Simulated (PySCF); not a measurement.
BFI2, SMILES FB(I)I.

Geometry: PBE0-D3(BJ)/def2-SVP. The def2 effective core potentials stand for the cores of I; spin–orbit coupling is left out.

All values below come from PySCF with B3LYP/def2-TZVPD.

The molecule is in vacuum.

```json
{
 "total_energy": "-720.46388 hartree",
 "point_group": "C2v",
 "highest_occupied_level": "-7.46 eV",
 "lowest_empty_level": "-1.93 eV",
 "orbital_gap": "5.54 eV",
 "dipole_moment": "0.49 D",
 "quadrupole, principal values (traceless, Buckingham form, about the centre of nuclear charge)": "-3.31, 0.21, 3.10 D·Å",
 "mean_static_polarisability": "86.0 bohr³ (12.74 Å³)",
 "polarisability_principal_values": "65.8, 74.1, 118.0 bohr³"
}
```
